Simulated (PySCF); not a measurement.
Run record: geometry optimisation, 1,1,1-trifluoro-2,3-epoxypropane, `FC(F)(F)[C@@H]1CO1`.

Computed with PBE0-D3(BJ)/def2-SVP geometry optimisation, gas phase (PySCF 2.14.0). Start geometry: GFN2-xTB. The input is one job of a driver script: a line of settings, then coordinates in Å.

Command:
```bash
OMP_NUM_THREADS=1 python probes_run.py task.json out
```

Input:
```
{"job": {"xc": "PBE0", "basis": "def2-SVP", "d3": "d3bj", "grid": 1, "shake": 0.01, "kind": "geom"}, "charge": 0, "multiplicity": 1}
F     -1.177570     1.033750     0.963720
C     -1.208480     0.052250     0.078520
F     -2.134520     0.343770    -0.862190
F     -1.622210    -1.028370     0.727930
C      0.160150    -0.223330    -0.529770
C      1.368480     0.041400     0.267160
O      0.984830     0.876940    -0.770290
H      0.155520    -0.994460    -1.277640
H      1.275000     0.447050     1.289640
H      2.249240    -0.569940     0.091870
```

Output:
```
step   0  E = -489.97864556  max force = 0.019151
step   1  E = -489.97839973  max force = 0.013491
step   2  E = -489.98006654  max force = 0.005541
step   3  E = -489.98041153  max force = 0.003501
step   4  E = -489.98049523  max force = 0.002201
step   5  E = -489.98053141  max force = 0.000813
step   6  E = -489.98055116  max force = 0.000733
step   7  E = -489.98058900  max force = 0.002103
step   8  E = -489.98062875  max force = 0.002371
step   9  E = -489.98064545  max force = 0.001290
step  10  E = -489.98064960  max force = 0.000422
optimisation converged
```

Energies in Eh; «max force» is the largest Cartesian gradient component in Eh/bohr.

Give the first gradient maximum in eV/Å.

With 1 Eh/bohr = 51.422 eV/Å, 0.985 eV/Å.

How much energy does the optimisation release, in kJ/mol?

E(step 0) − E(last step) = 0.002004 Eh, which is 5.3 kJ/mol.

Main results: final energy -489.98065 Eh after 10 steps; dipole 2.40 D.

Give the final coordinates.

0.089 Å rms from the input after alignment:
```
atom  x, y, z in Å
F1    -1.4816    0.9664    0.4795
C2    -1.1500   -0.0039   -0.3697
F3    -1.5795    0.3476   -1.5810
F4    -1.8043   -1.1123   -0.0115
C5     0.3336   -0.2645   -0.3808
C6     1.1718    0.1235    0.7506
O7     1.1482    0.8692   -0.4478
H8     0.6114   -1.1139   -1.0194
H9     0.7118    0.6093    1.6185
H10    2.0903   -0.4434    0.9437
```

How long does this job take on one thread of an Arm Neoverse N1, shared host with 64 logical CPUs at a one-minute load of 60? And the peak memory of the process?

About 83 s, with 0.47 GiB resident at the peak, the Python interpreter and its libraries included.
Labels such as C1 count atoms from 1, the log's own numbers from 0.
